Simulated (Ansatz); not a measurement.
Consider the ligand exchange at the Si–C bond: `C/C([SiH3])=C\O` + `NC[SeH]` → `NC[Se][SiH3]` + `C/C=C/O`.

Gas-phase electronic energies from Ansatz, PBE0-D4/def2-TZVP geometries. CBS: MP2 limit from def2 TZ/QZ plus the TZ coupled-cluster correction, frozen cores. Double bonds are as drawn, so ΔE can hold a change between cis and trans. Functionals use def2-TZVPP. HSE06 is defined as in plane-wave codes. For Se outer-core shells are correlated without core-valence functions, which leaves a few kJ/mol of doubt a bond. Scalar relativity is left out up to krypton. Each species was taken in one conformer, which may not be the lowest.

Q: Is it downhill or uphill in electronic energy at CCSD(T)/CBS, and by how much? (Estimate.)

A: The calculation gave: Downhill: ΔE = -15.4 kcal/mol.

Q: What do these levels give: LDA (SPW92), PBE0-D4, PBE-QIDH, r2SCANh, HSE06, SCS-MP2/def2-TZVPP? (An estimate is asked.)

A: Computed: LDA (SPW92) -14.9, PBE0-D4 -15.9, PBE-QIDH -16.0, r2SCANh -15.7, HSE06 -15.8, SCS-MP2/def2-TZVPP -15.1 kcal/mol.

Q: What do rigid-rotor, harmonic-oscillator terms from PBE0-D4/def2-TZVP frequencies (298.15 K, 1 bar) make of the CCSD(T)/CBS value? (Best estimate.)

A: Ansatz gave: ΔZPE = +2.3 kcal/mol, ΔH = -13.5 kcal/mol, ΔS = -16 J/(mol·K), ΔG = -12.4 kcal/mol.

Largest T1 diagnostic among the species: 0.012.

Leaving LDA and LC-ωPBE aside and taking each functional with its dispersion term where it has one, the values, not all of them listed here, spread over 1.5 kcal/mol, from PBE-QIDH to CAM-B3LYP-D4. From BLYP to BHLYP (50 % exact exchange), in def2-TZVPP and without D4, ΔE moves by −0.9 kcal/mol.
